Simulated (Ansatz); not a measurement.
Ansatz (a first-principles code) input (CCSD(T)/def2-SVPD):

Ansatz 0.2 input:
```yaml
crystal:
  periodic: [false, false, false]
  atoms:
    - {symbol: Sn, position_ang: [-0.00583426, 0.00539243, 0.72574057]}
    - {symbol: Br, position_ang: [1.12083403, 1.80478161, -0.52284777]}
    - {symbol: Br, position_ang: [-1.11249936, -1.81248508, -0.51392447]}
basis:
  gaussian:
    orbitals: def2-SVPD
total_charge: 1
magnetization: {spin_polarized: true, initial_magnetization: 1}
correlation: {method: ccsd_t, electrons: outside_noble_gas}
```

End of the output:

```
reference -145780.99318855 eV, -5357.3526857731 hartree; 9, 8 occupied and 68, 69 virtual orbitals, 1212 factors
second order -7.99408482 eV of doubles, -0.00000000 eV of singles
coupled cluster: 0.50 GiB planned
cycle   1  -8.75845876 eV  change   -2.5e-1 eV  update   1.9e-2
cycle   2  -8.77166660 eV  change   -1.3e-2 eV  update   5.0e-3
cycle   3  -8.77302580 eV  change   -1.4e-3 eV  update   2.3e-3
cycle   4  -8.77368763 eV  change   -6.6e-4 eV  update   1.3e-3
cycle   5  -8.77399591 eV  change   -3.1e-4 eV  update   8.2e-4
cycle   6  -8.77436472 eV  change   -3.7e-4 eV  update   4.0e-4
cycle   7  -8.77431907 eV  change    4.6e-5 eV  update   1.3e-4
cycle   8  -8.77430726 eV  change    1.2e-5 eV  update   6.1e-5
cycle   9  -8.77428663 eV  change    2.1e-5 eV  update   2.2e-5
cycle  10  -8.77428588 eV  change    7.5e-7 eV  update   8.7e-6
perturbative correction -0.33781601 eV, -0.0124145094 hartree
Total energy: -145790.10529044 eV, -5357.6875493411 hartree
```
